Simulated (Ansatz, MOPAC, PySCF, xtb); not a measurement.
Lewis adduct: AlH3 (SMILES [AlH3]) (first 4 atoms) with CHN (SMILES C#N); geometry from B3LYP-D3(BJ)/def2-TZVP, rigid monomers moved along the line of their centres of mass till Al1···N6 is 2.89 Å.
(charge 0, multiplicity 1):
| atom | x (Å) | y (Å) | z (Å) |
|---|---|---|---|
| Al | -0.1616 | 0.3641 | 0.2628 |
| H | 1.2536 | 0.8243 | -0.2996 |
| H | -1.2365 | 1.4889 | 0.5949 |
| H | -0.6908 | -1.0821 | -0.1362 |
| C | 0.9740 | -0.4626 | 4.0383 |
| N | 0.6521 | -0.2301 | 2.9696 |
| H | 1.2755 | -0.6800 | 5.0393 |

Counterpoise-corrected where a basis set is named; no monomer relaxation. Rows marked so take none.

Frozen-core correlation. CBS: X⁻³ extrapolation of the correlation energy, Hartree–Fock from the larger set. Rows in 6-311+G**, 6-31G* carry no dispersion term and start afresh at each structure (6-31G* with six Cartesian d functions). MP2/6-31G* freezes PySCF's default core. The state that AM1 reach isn't checked.

Codes used: Ansatz (Gaussian basis) for Hartree–Fock, density functionals and correlated methods; MOPAC for AM1 (differences of heats of formation); PySCF for 6-311+G** rows, 6-31G* rows, the dispersion terms; xtb for the GFN methods. 

| level | interaction energy (meV) |
|---|---|
| AM1 | -337.4 |
| GFN2-xTB | -505.3 |
| PBE/def2-TZVPPD | -427.5 |
| PBE-D3(BJ)/def2-TZVPPD | -459.3 |
| r2SCAN/def2-TZVPPD | -451.7 |
| B3LYP/6-311+G** (no counterpoise) | ___ |
| MP2/6-31G* (no counterpoise) | ___ |
| MP2/aug-cc-pV(D+d)Z | -463.6 |
| CCSD(T)/CBS(aug-cc-pV(D+d)Z, aug-cc-pV(T+d)Z) | -456.3 |

Problem. Complete the blanks.

Solution. 
- B3LYP/6-311+G** (no counterpoise), interaction energy (meV): -400.5
- MP2/6-31G* (no counterpoise), interaction energy (meV): -518.0

Ansatz is an electronic-structure program.
